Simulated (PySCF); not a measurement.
Isomers of C5H8F3P, mass 156.032 u with the commonest isotopes. Method: PBE0/pcSseg-1 in PySCF (dipole) on a GFN2-xTB geometry, gas phase. One conformer each, none proved a minimum here; rigid rotors.

Question: Order these by rotational constant A, smallest first.
A. `[CH2:1]=[C:2]([CH3:3])[P:4]([CH3:5])[C:6]([F:7])([F:8])[F:9]` with C1–C2–P4–C5 30°
B. `[CH2:1]=[CH:2][PH:3][CH2:4][CH2:5][C:6]([F:7])([F:8])[F:9]` with C1–C2–P3–C4 -121°, C2–P3–C4–C5 172°, P3–C4–C5–C6 176°
C. `[CH3:1][CH:2]([CH3:3])/[CH:4]=[P:5]\[C:6]([F:7])([F:8])[F:9]` with C1–C2–C4–P5 -103°
D. `[CH2:1]=[CH:2][CH2:3][P:4]([CH3:5])[C:6]([F:7])([F:8])[F:9]` with C1–C2–C3–P4 112°, C2–C3–P4–C5 -77°
E. `[CH3:1][CH2:2][P:3]([CH3:4])[C:5]([F:6])=[C:7]([F:8])[F:9]` with C1–C2–P3–C4 -176°, C2–P3–C5–F6 -4°
F. `[CH3:1][P:2]([CH:3]1[CH2:4][CH2:5]1)[C:6]([F:7])([F:8])[F:9]` with C1–P2–C3–C4 -106°
G. `[CH3:1][CH:2]1[CH2:3][P:4]([C:5]([F:6])([F:7])[F:8])[CH2:9]1` with C1–C2–C3–P4 130°, C2–C3–P4–C5 87°, C3–P4–C9–C2 8°, C1–C2–C9–P4 -130°
H. `[CH2:1]=[CH:2][P:3]([CH2:4][CH3:5])[C:6]([F:7])([F:8])[F:9]` with C1–C2–P3–C4 137°, C2–P3–C4–C5 -75°

Answer: H (1711 MHz), A (1910 MHz), E (2002 MHz), F (2114 MHz), C (2215 MHz), D (2543 MHz), G (2713 MHz), B (3417 MHz).

Question: Order these by radius of gyration √(Σ m r²/M), largest first.
A. `[CH2:1]=[CH:2][CH2:3][P:4]([CH3:5])[C:6]([F:7])([F:8])[F:9]` with C1–C2–C3–P4 112°, C2–C3–P4–C5 -77°
B. `[CH2:1]=[CH:2][PH:3][CH2:4][CH2:5][C:6]([F:7])([F:8])[F:9]` with C1–C2–P3–C4 -121°, C2–P3–C4–C5 172°, P3–C4–C5–C6 176°
C. `[CH2:1]=[C:2]([CH3:3])[P:4]([CH3:5])[C:6]([F:7])([F:8])[F:9]` with C1–C2–P4–C5 30°
D. `[CH3:1][P:2]([CH:3]1[CH2:4][CH2:5]1)[C:6]([F:7])([F:8])[F:9]` with C1–P2–C3–C4 -106°
E. `[CH3:1][CH:2]([CH3:3])/[CH:4]=[P:5]\[C:6]([F:7])([F:8])[F:9]` with C1–C2–C4–P5 -103°
F. `[CH3:1][CH:2]1[CH2:3][P:4]([C:5]([F:6])([F:7])[F:8])[CH2:9]1` with C1–C2–C3–P4 130°, C2–C3–P4–C5 87°, C3–P4–C9–C2 8°, C1–C2–C9–P4 -130°
G. `[CH2:1]=[CH:2][P:3]([CH2:4][CH3:5])[C:6]([F:7])([F:8])[F:9]` with C1–C2–P3–C4 137°, C2–P3–C4–C5 -75°

Answer: B (2.634 Å), A (2.177 Å), E (2.143 Å), G (2.082 Å), F (2.057 Å), D (2.035 Å), C (1.977 Å).

Question: Order these by dipole moment, largest first.
A. `[CH3:1][CH:2]([CH3:3])/[CH:4]=[P:5]\[C:6]([F:7])([F:8])[F:9]` with C1–C2–C4–P5 -103°
B. `[CH2:1]=[CH:2][CH2:3][P:4]([CH3:5])[C:6]([F:7])([F:8])[F:9]` with C1–C2–C3–P4 112°, C2–C3–P4–C5 -77°
C. `[CH2:1]=[C:2]([CH3:3])[P:4]([CH3:5])[C:6]([F:7])([F:8])[F:9]` with C1–C2–P4–C5 30°
D. `[CH3:1][P:2]([CH:3]1[CH2:4][CH2:5]1)[C:6]([F:7])([F:8])[F:9]` with C1–P2–C3–C4 -106°
E. `[CH3:1][CH2:2][P:3]([CH3:4])[C:5]([F:6])=[C:7]([F:8])[F:9]` with C1–C2–P3–C4 -176°, C2–P3–C5–F6 -4°

Answer: A (2.77 D), D (2.63 D), B (2.42 D), C (2.22 D), E (2.00 D).

| SMILES | point group | Ia (u·Å²) | Ib (u·Å²) | Ic (u·Å²) | κ | μa (D) | μb (D) | μc (D) |
| --- | --- | --- | --- | --- | --- | --- | --- | --- |
| CC(C)/C=P\C(F)(F)F | C1 | 228.16 | 582.68 | 622.17 | -0.92 | 2.76 | 0.30 | 0.11 |
| C=CCP(C)C(F)(F)F | C1 | 198.70 | 615.21 | 665.69 | -0.93 | 2.27 | 0.72 | 0.42 |
| C=C(C)P(C)C(F)(F)F | C1 | 264.55 | 417.75 | 536.83 | -0.45 | 2.00 | 0.89 | 0.34 |
| C=CP(CC)C(F)(F)F | C1 | 295.32 | 447.23 | 609.98 | -0.32 | 2.65 | 0.15 | 0.63 |
| CP(C1CC1)C(F)(F)F | C1 | 239.10 | 472.58 | 581.06 | -0.68 | 2.17 | 1.27 | 0.76 |
| CC1CP(C(F)(F)F)C1 | near Cs | 186.26 | 564.43 | 569.26 | -0.99 | 2.78 | 0.15 | 0.02 |
| CCP(C)C(F)=C(F)F | C1 | 252.48 | 552.52 | 675.41 | -0.73 | 1.70 | 0.64 | 0.83 |
| C=CPCCC(F)(F)F | C1 | 147.90 | 992.44 | 1024.96 | -0.99 | 2.01 | 0.12 | 0.60 |
